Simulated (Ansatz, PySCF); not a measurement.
Pulling on the C2–H3 bond in C2H6Sn (SMILES [CH3][Sn][CH3]) (multiplicity 1 held, fragments rigid). Energies count from the point at 1.094 Å.
Geometry at that point (charge 0, multiplicity 1):
```xyz
9

Sn     0.11050    -0.05642     0.41151
C      0.48887     1.54482    -1.06853
H     -0.46780     1.93776    -1.42440
H      1.00714     1.11946    -1.93265
H      1.08249     2.36338    -0.66375
C     -1.05455    -1.25598    -1.03810
H     -0.42606    -1.48135    -1.90440
H     -1.90100    -0.66304    -1.39615
H     -1.42568    -2.18814    -0.61431
```

Restricted levels (R-, RO-) in cc, def2 and unpolarised 6-31G sets keep to the state of the molecule at rest. U- levels take the lowest unrestricted solution at each point, which mixes spins at long bonds. Levels need not reach the same state.

Rows in LANL2DZ carry no dispersion term and start afresh at each structure. LANL2DZ brings its own core potentials from Na on.

Run with Ansatz (Gaussian orbitals); PySCF for LANL2DZ rows. Values without a source in brackets are computed. In def2 rows elements past Kr take small-core potentials, without spin–orbit coupling.

Energies in kcal/mol.

| R (Å) | U-HF/LANL2DZ | R-r2SCAN/def2-TZVPP | R-B3LYP/LANL2DZ | U-B3LYP/LANL2DZ |
|---|---|---|---|---|
| 0.875 | 29.3 | 28.3 | 30.8 | 30.8 |
| 0.984 | 5.5 | 5.6 | 6.4 | 6.4 |
| 1.094 | 0.0 | 0.0 | 0.0 | 0.0 |
| 1.203 | 4.3 | 3.6 | 3.2 | 3.2 |
| 1.312 | 13.7 | 12.0 | 11.4 | 11.4 |
| 1.477 | 31.9 | 28.2 | 27.6 | 27.6 |
| 1.641 | 51.1 | 45.2 | 44.8 | 44.8 |
| 1.914 | 71.6 | 70.8 | 71.1 | 71.1 |
| 2.187 | 79.8 | 91.0 | 92.4 | 90.7 |
| 2.516 | 83.5 | 108.8 | 111.5 | 101.7 |
| 2.953 | 84.9 | 124.2 | 128.6 | 107.1 |
| 3.500 | 85.3 | 135.0 | 141.4 | 109.0 |

Doubts at one or more of the structures used: a spin-contaminated determinant (U-HF/LANL2DZ, U-B3LYP/LANL2DZ); a restricted determinant that unrestricted orbitals would lower (R-r2SCAN/def2-TZVPP).

Ansatz is a program for electronic structure.
